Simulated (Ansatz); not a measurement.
Geometry optimisation, RKS PBE-D4/6-31G* (Ansatz).

Input file:

```yaml
crystal:
  periodic: [false, false, false]
  atoms:
    - { symbol: C, position_ang: [-2.1328, -0.3259, -0.5489] }
    - { symbol: Si, position_ang: [-0.5499, -0.6144, 0.1341] }
    - { symbol: F, position_ang: [-0.5719, -1.0727, 1.6455] }
    - { symbol: Si, position_ang: [1.3341, -0.6817, -1.1203] }
    - { symbol: P, position_ang: [0.7734, 1.2098, -0.0362] }
    - { symbol: "N", position_ang: [1.7565, 1.079, 1.3707] }
    - { symbol: H, position_ang: [-2.718, 0.4382, 0.0495] }
    - { symbol: H, position_ang: [-2.0959, 0.1457, -1.582] }
    - { symbol: H, position_ang: [-2.7829, -1.1747, -0.574] }
    - { symbol: H, position_ang: [1.1206, -0.479, -2.5599] }
    - { symbol: H, position_ang: [2.5211, -1.2906, -0.6023] }
    - { symbol: H, position_ang: [1.2535, 0.7455, 2.2073] }
    - { symbol: H, position_ang: [2.1127, 1.986, 1.6312] }
basis:
  gaussian: { orbitals: "6-31G*" }
hamiltonian:
  xc: pbe
  dispersion: d4
relax:
  f_tol: 0.015
  max_steps: 40
```

Run as:

```bash
$ ansatz run input.yaml --threads 2 --pin off --max-ram 3072MiB --backend cpu --events-out ev --progress --plain --runs-dir out
```

Q: Where does it end, and by what steps?

A: It converged. After 14 steps the energy has fallen by 0.708 eV; H13 moved furthest, 1.03 Å.

```json
{"step": "0", "energy less start (eV)": "0.0000", "largest force component (eV/Å)": "2.969", "accepted": "yes"}
{"step": "1", "energy less start (eV)": "-0.4782", "largest force component (eV/Å)": "1.849", "accepted": "yes"}
{"step": "2", "energy less start (eV)": "-0.5715", "largest force component (eV/Å)": "1.075", "accepted": "yes"}
{"step": "3", "energy less start (eV)": "-0.5945", "largest force component (eV/Å)": "0.382", "accepted": "yes"}
{"step": "4", "energy less start (eV)": "-0.6131", "largest force component (eV/Å)": "0.248", "accepted": "yes"}
{"step": "5", "energy less start (eV)": "-0.6162", "largest force component (eV/Å)": "0.734", "accepted": "yes"}
{"step": "6", "energy less start (eV)": "-0.6481", "largest force component (eV/Å)": "0.249", "accepted": "yes"}
{"step": "7", "energy less start (eV)": "-0.6708", "largest force component (eV/Å)": "0.128", "accepted": "yes"}
{"step": "8", "energy less start (eV)": "-0.6900", "largest force component (eV/Å)": "0.347", "accepted": "yes"}
{"step": "9", "energy less start (eV)": "-0.6994", "largest force component (eV/Å)": "0.393", "accepted": "yes"}
{"step": "10", "energy less start (eV)": "-0.7054", "largest force component (eV/Å)": "0.132", "accepted": "yes"}
{"step": "11", "energy less start (eV)": "-0.7068", "largest force component (eV/Å)": "0.087", "accepted": "yes"}
{"step": "12", "energy less start (eV)": "-0.7077", "largest force component (eV/Å)": "0.037", "accepted": "yes"}
{"step": "13", "energy less start (eV)": "-0.7080", "largest force component (eV/Å)": "0.018", "accepted": "yes"}
{"step": "14", "energy less start (eV)": "-0.7080", "largest force component (eV/Å)": "0.008", "accepted": "yes"}
```

```xyz
13
Properties=species:S:1:pos:R:3
C -2.224 -0.378 -0.623
Si -0.573 -0.323 0.275
F -0.778 -0.868 1.802
Si 1.287 -0.484 -1.004
P 0.724 1.550 0.045
N 1.665 0.830 1.424
H -2.969 0.259 -0.117
H -2.094 -0.008 -1.654
H -2.615 -1.407 -0.670
H 0.992 -0.558 -2.479
H 2.692 -0.900 -0.705
H 1.272 1.114 2.328
H 2.642 1.139 1.392
```

Whether the end is a true minimum wasn't checked by a vibrational analysis.

Time of the run: 64 s on 2 threads of Arm Neoverse V1 (shared host), peak memory 0.19 GiB.
